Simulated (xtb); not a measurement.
C$_{7}$H$_{5}$N, charge -1, doublet, from a rough starting geometry (a state made from the parent by changing its charge; the spin is typed, not shown lowest); GFN2-xTB in xtb.

Input for xtb:
```
$ xtb mol.xyz --gfn 2 --chrg -1 --uhf 1 --opt vtight --json

# file mol.xyz
13

N      3.60217910     0.66095322     0.02028112
C      2.39347817     0.45528129     0.02417813
C      1.07360640     0.22343037    -0.03055785
C      0.14216066     1.21961771     0.10620382
C     -1.19921448     0.97997383     0.09230450
C     -1.71809272    -0.27746400     0.03052768
C     -0.81085995    -1.34954656    -0.11375132
C      0.59365441    -1.11586939    -0.10251279
H      0.54319072     2.27938212     0.14137511
H     -1.90767533     1.80780824     0.14948631
H     -2.77219455    -0.47572592    -0.05548097
H     -1.16674051    -2.36513955    -0.18405558
H      1.25577333    -1.96809525    -0.14997271
```

It wrote (shortened):

```
   ID    Z sym.   atoms
    1    7 N      1
    2    6 C      2-8
    3    1 H      9-13

           -------------------------------------------------
          |                Calculation Setup                |
           -------------------------------------------------

           -------------------------------------------------
          |                 G F N 2 - x T B                 |
           -------------------------------------------------

          ...................................................
          :                      SETUP                      :
          :.................................................:
          :  # basis functions                  37          :
          :  # atomic orbitals                  37          :
          :  # shells                           21          :
          :  # electrons                        39          :
          :  max. iterations                   250          :
          :  Hamiltonian                  GFN2-xTB          :
          :  restarted?                      false          :
          :  GBSA solvation                  false          :
          :  PC potential                    false          :
          :  electronic temp.          300.0000000     K    :
          :  accuracy                    1.0000000          :
          :  -> integral cutoff          0.2500000E+02      :
          :  -> integral neglect         0.1000000E-07      :
          :  -> SCF convergence          0.1000000E-05 Eh   :
          :  -> wf. convergence          0.1000000E-03 e    :
          :  Broyden damping             0.4000000          :
          :  net charge                         -1          :
          :  unpaired electrons                  1          :
          ...................................................

 iter      E             dE          RMSdq      gap      omega  full diag
   1    -20.9195025 -0.209195E+02  0.527E+00    0.76       0.0  T
   2    -20.9302613 -0.107587E-01  0.327E+00    0.41       1.0  T
   3    -20.8739372  0.563240E-01  0.241E+00    0.74       1.0  T
   4    -20.9422995 -0.683622E-01  0.569E-01    0.73       1.0  T
   5    -20.9441432 -0.184369E-02  0.193E-01    0.58       1.0  T
   6    -20.9443174 -0.174265E-03  0.108E-01    0.59       1.0  T
   7    -20.9444027 -0.852418E-04  0.328E-02    0.59       1.0  T
   8    -20.9444028 -0.153688E-06  0.939E-03    0.59       3.0  T
   9    -20.9444033 -0.471394E-06  0.541E-03    0.59       5.1  T
[...]
         :: total energy             -20.555494915957 Eh    ::
 * total energy  :   -20.5554949 Eh     change       -0.8943601E-10 Eh
 * total energy  :   -20.5702529 Eh     change       -0.1475796E-01 Eh
 * total energy  :   -20.5714830 Eh     change       -0.1230108E-02 Eh
 * total energy  :   -20.5715477 Eh     change       -0.6474107E-04 Eh
 * total energy  :   -20.5716259 Eh     change       -0.7817449E-04 Eh
 * total energy  :   -20.5716367 Eh     change       -0.1084323E-04 Eh
 * total energy  :   -20.5716464 Eh     change       -0.9673608E-05 Eh
 * total energy  :   -20.5716499 Eh     change       -0.3499569E-05 Eh
 * total energy  :   -20.5716512 Eh     change       -0.1265268E-05 Eh
 * total energy  :   -20.5716513 Eh     change       -0.7096459E-07 Eh
   *** GEOMETRY OPTIMIZATION CONVERGED AFTER 10 ITERATIONS ***
         :: total energy             -20.571651251358 Eh    ::
[...]
    12   1 H        0.925    -0.045     3.967     3.115
    13   1 H        0.925    -0.038     3.807     3.051

 Mol. C6AA /au·bohr⁶  :       2875.205726
 Mol. C8AA /au·bohr⁸  :      70595.089408
 Mol. α(0) /au        :         86.009562

Wiberg/Mayer (AO) data.
largest (>0.10) Wiberg bond orders for each atom

 ---------------------------------------------------------------------------
     #   Z sym  total        # sym  WBO       # sym  WBO       # sym  WBO
 ---------------------------------------------------------------------------
     1   7 N    2.807 --     2 C    2.544     3 C    0.129
     2   6 C    3.940 --     1 N    2.544     3 C    1.283
     3   6 C    3.920 --     2 C    1.283     8 C    1.193     4 C    1.193
                             1 N    0.129
     4   6 C    3.970 --     5 C    1.569     3 C    1.193     9 H    0.971
     5   6 C    3.984 --     4 C    1.569     6 C    1.317    10 H    0.968
     6   6 C    3.841 --     5 C    1.317     7 C    1.317    11 H    0.973
     7   6 C    3.984 --     8 C    1.569     6 C    1.317    12 H    0.968
     8   6 C    3.970 --     7 C    1.569     3 C    1.193    13 H    0.971
     9   1 H    0.999 --     4 C    0.971
    10   1 H    0.997 --     5 C    0.968
    11   1 H    0.997 --     6 C    0.973
    12   1 H    0.997 --     7 C    0.968
    13   1 H    0.999 --     8 C    0.971
 ---------------------------------------------------------------------------

Topologies differ in total number of bonds
Writing topology from bond orders to xtbtopo.mol

molecular dipole:
                 x           y           z       tot (Debye)
 q only:       -2.108      -0.385      -0.003
   full:       -2.655      -0.483      -0.007       6.860
molecular quadrupole (traceless):
                xx          xy          yy          xz          yz          zz
 q only:      -21.710      -5.400       7.476      -0.127      -0.475      14.234
  q+dip:      -23.994      -6.625      11.787      -0.209       0.023      12.207
   full:      -26.510      -7.111      11.916      -0.212      -0.148      14.594

optimized geometry written to: xtbopt.xyz

           -------------------------------------------------
          | TOTAL ENERGY              -20.571651251358 Eh   |
          | GRADIENT NORM               0.000119505358 Eh/α |
          | HOMO-LUMO GAP               0.923852132483 eV   |
           -------------------------------------------------

normal termination of xtb
```
